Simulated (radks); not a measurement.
Radial electron density D(r) = 4 pi r^2 rho(r) of an atom or ion with 23 electrons. Method: scalar-relativistic Kohn-Sham, B86b exchange with PBE correlation, spin-polarised, spherical densities, point nucleus; computed with a radial shooting solver on a logarithmic mesh with Libxc functionals.

```
   r/bohr * D(r) (the largest magnitude, 33, reaches the edge; | marks zero)
  0.00405 |  *
 0.004677 |   *
 0.005402 |    *
 0.006189 |      *
 0.007147 |       *
 0.008254 |          *
 0.009533 |            *
  0.01092 |               *
  0.01261 |                   *
  0.01457 |                       *
  0.01669 |                           *
  0.01927 |                               *
  0.02226 |                                    *
   0.0255 |                                        *
  0.02945 |                                            *
  0.03401 |                                               *
  0.03897 |                                                 *
    0.045 |                                                 *
  0.05197 |                                                *
  0.05955 |                                             *
  0.06877 |                                          *
  0.07942 |                                       *
  0.09099 |                                      *
   0.1051 |                                      *
   0.1214 |                                          *
    0.139 |                                              *
   0.1606 |                                                   *
   0.1854 |                                                      *
   0.2142 |                                                     *
   0.2454 |                                                 *
   0.2834 |                                        *
   0.3273 |                               *
   0.3749 |                        *
    0.433 |                   *
   0.5001 |                   *
   0.5729 |                     *
   0.6617 |                       *
   0.7641 |                        *
   0.8755 |                      *
    1.011 |                  *
    1.168 |            *
    1.338 |        *
    1.545 |    *
    1.784 |  *
    2.044 | *
    2.361 |*
    2.726 *
    3.124 *
    3.607 *
    4.166 *
    4.811 *
    5.512 *
    6.366 *
    7.352 *
    8.423 *
    9.728 *
    11.23 *
```

What is the nuclear charge?

Answer. Z = 25. The innermost maximum, from 1s, lies near gamma/Z bohr with gamma = sqrt(1 - (Z/c)^2) = 0.983, here 0.0393 bohr (found: 0.0422), and its height grows with Z. The density is that of the manganese ion Mn2+ in [Ne] 3s1.75 3p6 3d5 4d0.25; the configuration itself is not fixed sharply by these data, and Z only to about a unit. D(r) has 3 maxima, at r = 0.0422, 0.195, 0.734 bohr, and minima at 0.0932, 0.469 bohr, inside which lie 2.11, 10.62 electrons.
